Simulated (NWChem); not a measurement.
Program: NWChem. System: H2BeO, charge 0, spin multiplicity 1, at a geometry optimised with PBE0/def2-SVP. The structure started from a generated list of species. Level: TD-B3LYP/6-31G* (spherical d), VWN1-RPA local correlation.

Input file:

```
start mol
memory heap 200 mb stack 900 mb global 1100 mb
geometry units angstroms nocenter noautoz noautosym
  Be     0.044030     0.866944     0.000000
  H      0.111098     2.198387     0.000000
  O     -0.025630    -0.524512     0.000000
  H     -0.082176    -1.470069     0.000000
end
basis spherical
  * library 6-31g*
end
dft
  xc b3lyp
  semidirect memsize 60000000 filesize 0
  iterations 100
end
tddft
  rpa
  nroots 10
  notriplet
end
task tddft energy
```

Output (cleaned and shortened):

```
             Northwest Computational Chemistry Package (NWChem) 7.3.0
             --------------------------------------------------------

                                NWChem Input Module
                                -------------------

 Scaling coordinates for geometry "geometry" by  1.889725989
 (inverse scale =  0.529177249)

                             Geometry "geometry" -> ""
                             -------------------------

 Output coordinates in angstroms (scale by  1.889725989 to convert to a.u.)

  No.       Tag          Charge          X              Y              Z
 ---- ---------------- ---------- -------------- -------------- --------------
    1 Be                   4.0000     0.04403000     0.86694400     0.00000000
    2 H                    1.0000     0.11109800     2.19838700     0.00000000
    3 O                    8.0000    -0.02563000    -0.52451200     0.00000000
    4 H                    1.0000    -0.08217600    -1.47006900     0.00000000

 Effective nuclear repulsion energy (a.u.)      20.8127410867

            Nuclear Dipole moment (a.u.)
            ----------------------------
        X                 Y               Z
 ---------------- ---------------- ----------------
     0.0000037795    -0.0000037795     0.0000000000


 Summary of "ao basis" -> "" (spherical)
 ------------------------------------------------------------------------------
       Tag                 Description            Shells   Functions and Types
 ---------------- ------------------------------  ------  ---------------------
 *                           6-31g*                   on all atoms

                                 NWChem DFT Module
                                 -----------------

 Summary of "ao basis" -> "ao basis" (spherical)
 ------------------------------------------------------------------------------
       Tag                 Description            Shells   Functions and Types
 ---------------- ------------------------------  ------  ---------------------
 Be                          6-31g*                  6       14   3s2p1d
 H                           6-31g*                  2        2   2s
 O                           6-31g*                  6       14   3s2p1d

 Summary of "ao basis" -> "ao basis" (spherical)
 ------------------------------------------------------------------------------
       Tag                 Description            Shells   Functions and Types
 ---------------- ------------------------------  ------  ---------------------
 Be                          6-31g*                  6       14   3s2p1d
 H                           6-31g*                  2        2   2s
 O                           6-31g*                  6       14   3s2p1d

            General Information
            -------------------
          SCF calculation type: DFT
          Wavefunction type:  closed shell.
          No. of atoms     :     4
          No. of electrons :    14
           Alpha electrons :     7
            Beta electrons :     7
          Charge           :     0
          Spin multiplicity:     1
          Use of symmetry is: off; symmetry adaption is: off
          Maximum number of iterations: 100
          AO basis - number of functions:    32
                     number of shells:    16
          Convergence on energy requested:  1.00D-06
          Convergence on density requested:  1.00D-05
          Convergence on gradient requested:  5.00D-04

              XC Information
              --------------
                         B3LYP Method XC Potential
                     Hartree-Fock (Exact) Exchange  0.200
                        Slater Exchange Functional  0.800 local
                    Becke 1988 Exchange Functional  0.720 non-local
              Lee-Yang-Parr Correlation Functional  0.810
                  VWN I RPA Correlation Functional  0.190 local

             Grid Information
             ----------------
          Grid used for XC integration:  medium
          Radial quadrature: Mura-Knowles
          Angular quadrature: Lebedev.
          Tag              B.-S. Rad. Rad. Pts. Rad. Cut. Ang. Pts.
          ---              ---------- --------- --------- ---------
          Be                  1.05       49           8.0       434
          H                   0.35       45          10.0       434
          O                   0.60       49           8.0       434
          Grid pruning is: on
          Number of quadrature shells:   188
          Spatial weights used:  Erf1

          Convergence Information
          -----------------------
          Convergence aids based upon iterative change in
          total energy or number of iterations.
          Levelshifting, if invoked, occurs when the
          HOMO/LUMO gap drops below (HL_TOL):  1.00D-02
          DIIS, if invoked, will attempt to extrapolate
          using up to (NFOCK): 10 stored Fock matrices.

                    Damping( 0%)  Levelshifting(0.5)       DIIS
                  --------------- ------------------- ---------------
          dE  on:    start            ASAP                start
          dE off:    2 iters        100 iters           100 iters

      Screening Tolerance Information
      -------------------------------
          Density screening/tol_rho:  1.00D-10
          AO Gaussian exp screening on grid/accAOfunc:  14
          CD Gaussian exp screening on grid/accCDfunc:  20
          XC Gaussian exp screening on grid/accXCfunc:  20
          Schwarz screening/accCoul:  1.00D-08

      Superposition of Atomic Density Guess
      -------------------------------------
[...]
     Transition Moments   XX  0.00000  XY  0.00000  XZ -0.82151
     Transition Moments   YY -0.00000  YZ  0.02847  ZZ  0.00000
     Dipole Oscillator Strength                    0.0000026942
     Electric Quadrupole                           0.0000001084
     Magnetic Dipole                               0.0000000001
     Total Oscillator Strength                     0.0000028027

          sigma_e =   1.7481 Angstrom
          sigma_h =   0.8866 Angstrom
         |d_h->e| =   1.3095 Angstrom
            d_exc =   2.3564 Angstrom
            d_CD1 =   2.1710 Angstrom
            d_CD2 =  -0.0078 Angstrom
            d_CD3 =   3.6659 Angstrom
     Pearson C.C. =   0.0013

     Occ.    5  a   ---  Virt.    9  a    0.70708 X
     Occ.    6  a   ---  Virt.    8  a    0.70577 X
  ----------------------------------------------------------------------------
  Root   3 singlet a              0.311126933 a.u.                8.4662 eV
  ----------------------------------------------------------------------------
     Transition Moments    X -0.00360   Y  0.00018   Z -0.00000
     Transition Moments   XX -0.82113  XY  0.02849  XZ  0.00000
     Transition Moments   YY -0.00072  YZ -0.00000  ZZ  0.82189
     Dipole Oscillator Strength                    0.0000026889
     Electric Quadrupole                           0.0000001084
     Magnetic Dipole                               0.0000000001
     Total Oscillator Strength                     0.0000027974

          sigma_e =   1.7481 Angstrom
          sigma_h =   0.8866 Angstrom
         |d_h->e| =   1.3095 Angstrom
            d_exc =   2.3564 Angstrom
            d_CD1 =   2.1710 Angstrom
            d_CD2 =  -0.0078 Angstrom
            d_CD3 =   3.6659 Angstrom
     Pearson C.C. =   0.0013

     Occ.    5  a   ---  Virt.    8  a    0.70643 X
     Occ.    6  a   ---  Virt.    9  a   -0.70642 X
  ----------------------------------------------------------------------------
  Root   4 singlet a              0.316886148 a.u.                8.6229 eV
  ----------------------------------------------------------------------------
     Transition Moments    X -0.47474   Y  0.02499   Z -0.00001
     Transition Moments   XX -0.25683  XY -2.52840  XZ -0.00000
     Transition Moments   YY  0.25977  YZ -0.00005  ZZ -0.00271
     Dipole Oscillator Strength                    0.0477447088
     Electric Quadrupole                           0.0000010946
     Magnetic Dipole                               0.0000050220
     Total Oscillator Strength                     0.0477508254

          sigma_e =   1.9534 Angstrom
          sigma_h =   1.4997 Angstrom
         |d_h->e| =   0.5482 Angstrom
            d_exc =   2.2861 Angstrom
            d_CD1 =   1.0019 Angstrom
            d_CD2 =  -1.1784 Angstrom
            d_CD3 =   2.8342 Angstrom
     Pearson C.C. =   0.1945

     Occ.    5  a   ---  Virt.   10  a   -0.61869 X
     Occ.    7  a   ---  Virt.    8  a    0.78496 X
  ----------------------------------------------------------------------------
  Root   5 singlet a              0.316887758 a.u.                8.6230 eV
  ----------------------------------------------------------------------------
     Transition Moments    X  0.00001   Y -0.00000   Z -0.47520
     Transition Moments   XX  0.00000  XY  0.00005  XZ -0.12721
     Transition Moments   YY -0.00000  YZ -2.53795  ZZ  0.00000
     Dipole Oscillator Strength                    0.0477047487
     Electric Quadrupole                           0.0000010942
     Magnetic Dipole                               0.0000050203
     Total Oscillator Strength                     0.0477108632

          sigma_e =   1.9535 Angstrom
          sigma_h =   1.4998 Angstrom
         |d_h->e| =   0.5478 Angstrom
            d_exc =   2.2861 Angstrom
            d_CD1 =   1.0015 Angstrom
            d_CD2 =  -1.1788 Angstrom
            d_CD3 =   2.8338 Angstrom
     Pearson C.C. =   0.1944

     Occ.    6  a   ---  Virt.   10  a   -0.61888 X
     Occ.    7  a   ---  Virt.    9  a    0.78483 X
  ----------------------------------------------------------------------------
  Root   6 singlet a              0.331791530 a.u.                9.0285 eV
  ----------------------------------------------------------------------------
     Transition Moments    X  1.09983   Y -0.05821   Z  0.00005
     Transition Moments   XX  0.19097  XY  1.83055  XZ  0.00000
     Transition Moments   YY -0.21604  YZ  0.00008  ZZ  0.01486
     Dipole Oscillator Strength                    0.2683137636
     Electric Quadrupole                           0.0000006599
     Magnetic Dipole                               0.0000016338
     Total Oscillator Strength                     0.2683160573

          sigma_e =   2.0371 Angstrom
          sigma_h =   1.4664 Angstrom
         |d_h->e| =   0.5047 Angstrom
            d_exc =   2.2029 Angstrom
            d_CD1 =   1.0753 Angstrom
            d_CD2 =  -1.2471 Angstrom
            d_CD3 =   2.7076 Angstrom
     Pearson C.C. =   0.2849

     Occ.    5  a   ---  Virt.   10  a   -0.77764 X
     Occ.    5  a   ---  Virt.   11  a    0.12933 X
     Occ.    7  a   ---  Virt.    8  a   -0.61553 X
  ----------------------------------------------------------------------------
  Root   7 singlet a              0.331793010 a.u.                9.0286 eV
  ----------------------------------------------------------------------------
     Transition Moments    X  0.00005   Y -0.00000   Z -1.10155
     Transition Moments   XX  0.00001  XY  0.00008  XZ -0.08826
     Transition Moments   YY -0.00001  YZ -1.84025  ZZ  0.00000
     Dipole Oscillator Strength                    0.2684007248
     Electric Quadrupole                           0.0000006602
     Magnetic Dipole                               0.0000016352
     Total Oscillator Strength                     0.2684030202

          sigma_e =   2.0371 Angstrom
          sigma_h =   1.4665 Angstrom
         |d_h->e| =   0.5048 Angstrom
            d_exc =   2.2028 Angstrom
            d_CD1 =   1.0753 Angstrom
            d_CD2 =  -1.2470 Angstrom
            d_CD3 =   2.7076 Angstrom
     Pearson C.C. =   0.2850

     Occ.    6  a   ---  Virt.   10  a    0.77762 X
     Occ.    6  a   ---  Virt.   11  a   -0.12935 X
     Occ.    7  a   ---  Virt.    9  a    0.61562 X
  ----------------------------------------------------------------------------
  Root   8 singlet a              0.342964891 a.u.                9.3326 eV
  ----------------------------------------------------------------------------
     Transition Moments    X  0.04150   Y  0.55167   Z -0.00000
     Transition Moments   XX -0.89903  XY  0.26366  XZ  0.00000
     Transition Moments   YY  3.81227  YZ -0.00000  ZZ -0.91353
     Dipole Oscillator Strength                    0.0699787144
     Electric Quadrupole                           0.0000016093
     Magnetic Dipole                               0.0000000003
     Total Oscillator Strength                     0.0699803240

          sigma_e =   1.9535 Angstrom
          sigma_h =   1.1042 Angstrom
         |d_h->e| =   2.3675 Angstrom
            d_exc =   3.2994 Angstrom
            d_CD1 =   3.2169 Angstrom
            d_CD2 =   0.8387 Angstrom
            d_CD3 =   5.6670 Angstrom
     Pearson C.C. =  -0.0569

     Occ.    5  a   ---  Virt.    8  a    0.14066 X
     Occ.    6  a   ---  Virt.    9  a    0.14069 X
     Occ.    7  a   ---  Virt.   10  a    0.96941 X
     Occ.    7  a   ---  Virt.   11  a   -0.12306 X
     Occ.    7  a   ---  Virt.   12  a   -0.07248 X
  ----------------------------------------------------------------------------
  Root   9 singlet a              0.385148529 a.u.               10.4804 eV
  ----------------------------------------------------------------------------
     Transition Moments    X  0.05097   Y  1.09095   Z  0.00000
     Transition Moments   XX  1.30671  XY -0.04603  XZ -0.00000
     Transition Moments   YY  0.42778  YZ -0.00000  ZZ  1.30917
     Dipole Oscillator Strength                    0.3062611734
     Electric Quadrupole                           0.0000000792
     Magnetic Dipole                               0.0000000000
     Total Oscillator Strength                     0.3062612526

          sigma_e =   2.0054 Angstrom
          sigma_h =   1.1178 Angstrom
         |d_h->e| =   0.9367 Angstrom
            d_exc =   2.6657 Angstrom
            d_CD1 =   1.8243 Angstrom
            d_CD2 =  -0.6249 Angstrom
            d_CD3 =   3.6024 Angstrom
     Pearson C.C. =  -0.2136

     Occ.    4  a   ---  Virt.   11  a    0.11643 X
     Occ.    4  a   ---  Virt.   16  a    0.06642 X
     Occ.    5  a   ---  Virt.    8  a   -0.67237 X
     Occ.    5  a   ---  Virt.    8  a    0.06697 Y
     Occ.    6  a   ---  Virt.    9  a   -0.67243 X
     Occ.    6  a   ---  Virt.    9  a    0.06697 Y
     Occ.    7  a   ---  Virt.   10  a    0.16938 X
     Occ.    7  a   ---  Virt.   11  a   -0.21873 X
  ----------------------------------------------------------------------------
  Root  10 singlet a              0.391192582 a.u.               10.6449 eV
  ----------------------------------------------------------------------------
     Transition Moments    X -0.40853   Y  0.02587   Z  0.00000
     Transition Moments   XX -0.08121  XY -0.75540  XZ  0.00000
     Transition Moments   YY  0.07985  YZ  0.00000  ZZ  0.00248
     Dipole Oscillator Strength                    0.0436998188
     Electric Quadrupole                           0.0000001840
     Magnetic Dipole                               0.0000002565
     Total Oscillator Strength                     0.0437002593

          sigma_e =   2.1164 Angstrom
          sigma_h =   0.8982 Angstrom
         |d_h->e| =   0.0600 Angstrom
            d_exc =   2.2915 Angstrom
            d_CD1 =   1.2782 Angstrom
            d_CD2 =  -1.4473 Angstrom
            d_CD3 =   2.3515 Angstrom
     Pearson C.C. =   0.0100

     Occ.    5  a   ---  Virt.   10  a    0.11096 X
     Occ.    5  a   ---  Virt.   11  a    0.98972 X
     Occ.    7  a   ---  Virt.    8  a    0.06816 X

              Target root =      1
          Target symmetry = none
      Ground state energy =    -91.216937132079
        Excitation energy =      0.308479603769
     Excited state energy =    -90.908457528309

  stored tddft:energy   -90.908457528309185

 Task  times  cpu:        4.7s     wall:        4.7s

 Total times  cpu:        4.7s     wall:        4.7s
```
